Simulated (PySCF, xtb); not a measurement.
Te(OMe)(SMe) (C2H6OSTe), SMILES [Te](OC)SC. Other conformers were not sampled.

Harmonic wavenumbers (cm⁻¹) from GFN2-xTB in xtb at its own minimum, in rising order: 50, 72, 118, 134, 170, 205, 253, 364, 473, 706, 943, 945, 1034, 1133, 1138, 1313, 1408, 1440, 1447, 1471, 1482, 2936, 2948, 2983, 3033, 3044, 3059.

**Question.** What does PySCF 2.14.0 with PBE-D3(BJ)/def2-SVP give at its own minimum? (Estimate from the structure and the level; the computed values follow.)

**Answer.** 55, 95, 118, 143, 179, 218, 279, 344, 504, 672, 920, 922, 1036, 1124, 1132, 1267, 1383, 1392, 1396, 1398, 1428, 2905, 2979, 2980, 3021, 3088, 3108. Paired by order, the mean absolute difference is 26 cm⁻¹ and the zero-point energies are 49.0 and 48.7 kcal/mol.
